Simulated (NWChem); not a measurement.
System: AlNH2Br2; SMILES [Br][Al]([Br])[NH2]

Here is an NWChem input.

```
start job
memory heap 200 mb stack 900 mb global 1100 mb
geometry units angstroms noautosym nocenter noautoz
  Al     0.000000     0.000000     0.658826
  Br    -1.964111     0.000000    -0.458241
  Br     1.964111     0.000000    -0.458241
  N      0.000000     0.000000     2.426606
  H      0.842261     0.000000     3.005699
  H     -0.842261     0.000000     3.005699
end
basis spherical
  * library sto-3g
end
dft
  xc b3lyp
  iterations 150
end
property
  response 1 0.0773
end
task dft property
```

STO-3G and 3-21G are far too small for this property and stand as cheap habits. All runs use the structure optimised with PBE-D3(BJ)/def2-SVP.

Field at 589 nm.

### Question
Predict the main results of this run. (B3LYP/STO-3G.) Quantities: isotropic polarisability (bohr³); anisotropy (bohr³).

### Answer
```
Property                          Result
--------------------------------  ------
isotropic polarisability (bohr³)    27.4
anisotropy (bohr³)                  34.0
```
